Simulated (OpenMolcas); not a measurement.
**Rh II: CASPT2 settings compared**

```json
{"Program": "OpenMolcas 26.06", "Basis": "ANO-R3 [8s6p5d3f2g1h]", "Scalar Hamiltonian": "X2C, finite nucleus", "Active space": "8 electrons in 5 orbitals (4d)", "State averaging": "2S+1 = 3 even, 10 roots; 2S+1 = 1 even, 14 roots kept (CI in the orbitals of an earlier block)", "Spin-orbit coupling": "RASSI with atomic mean-field integrals over the reference wave functions, term energies averaged over their components"}
```

Methods on the same reference wave functions:
A. CASSCF
B. SS-CASPT2, IPEA 0.75 Eh, imaginary shift 0.05 Eh (closed shells correlated: 3d 4s 4p)
C. SS-CASPT2, IPEA 0.5 Eh, imaginary shift 0.25 Eh (closed shells correlated: 3d 4s 4p)
D. XMS-CASPT2, IPEA 0.35 Eh, real shift 0.4 Eh (closed shells correlated: none)

Energies in cm⁻¹ above 4d⁸ ³F₄, the measured ground level; measured values from NIST Handbook of Basic Atomic Spectroscopic Data.

```tsv
Level	A	B	C	D	Measured
4d⁸ ³F₄	0.0	0.0	0.0	0.0	0.0
4d⁸ ³F₃	2382	2400	2400	2390	2401
4d⁸ ³F₂	3746	3590	3580	3650	3581
4d⁸ ³P₁	15091	12300	12020	11880	10515
4d⁸ ³P₀	15669	12880	12600	12460	10761
4d⁸ ¹G₄	18715	15120	15130	16630	14855
```

Deviations, from unrounded energies. A percentage is the sum of absolute deviations over the sum of measured energies, with the sign that they share, or ± where signs differ.

```
                        Against measurement  Levels      A      B      C      D
             mean absolute deviation (cm-1)       5   2700    840    730    980
      fine structure of the ground term (%)       2   ±3.1   ±0.2   -0.1   ±1.3
other terms of the ground configuration (%)       3  +36.9  +11.5  +10.0  +13.4
```

C lies closest to measurement on these levels and A furthest from it. The largest miss of C in the table is 4d⁸ ³P₀, by +1800 cm-1. The ranking rests on the paired levels alone, and a cruder setting can come out closer through cancelling errors.

Among B to D the level of the table that moves most is 4d⁸ ¹G₄, by 1500 cm-1 (lowest in B, highest in D). Moves below CASPT2's spread within the term are not significant.

The mean deviations of B to D differ by less than CASPT2's widest spread within a term (830 cm-1), so their order carries little weight.

From A to B the spin-free energies of the other terms of 4d⁸ shown, above ³F, scale by a factor of 0.78, as is usual when dynamic correlation screens the repulsion within a d or f shell.

The lowest spin-free term lies below A's lowest term by 0.704 hartree in B, 0.712 hartree in C, 0.245 hartree in D.

Term energies are means over components that CASPT2 splits; among the terms shown or strongly mixed into the levels shown the widest spread is 830 cm-1 (4d⁸ ¹G, D). Configurations with an s electron lie low at this charge and mix in, so terms can be misplaced. Terms from blocks run as CI alone lack orbitals of their own. Without dynamic correlation excited terms often stand tens of per cent too high (terms of higher spin than the ground term too low), and those without a measured partner can miss by more than the paired ones (holds for A). Some terms miss by over 15 % even with CASPT2, which points to a basis or an active space too small for the shells correlated (holds for B; C; D). Measured partners are found by configuration, term and J. A level has none where our copy of the source lacks it or the pairing is in doubt (some pairs that miss far off the trend of their configuration count as doubtful), and it then counts in no deviation. Only configurations of the active space appear. Levels that lie high or do not pair safely by name in every column are left out.
